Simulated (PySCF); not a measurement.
HP₂, SMILES P#[PH+], charge +1.

Geometry: PBE-D3(BJ)/def2-TZVPD. The isomer is the one that the SMILES or the coordinates give; other isomers of the formula were not compared.

These are PBE-D3(BJ)/def2-TZVPD (PySCF 2.14.0) values and carry that method's errors.

Frequencies are harmonic and unscaled.

Modes within 1.5 cm⁻¹ of each other (mostly degenerate sets) share a row, with their intensities summed.

| mode | ν (cm⁻¹) | IR (km/mol) | moving atoms (share of kinetic energy) |
|---|---|---|---|
| 1–2 | 116 | 103.7 | H 89 %, P 11 % |
| 3 | 784 | 8.1 | P 98 % |
| 4 | 2317 | 146.2 | H 96 % |
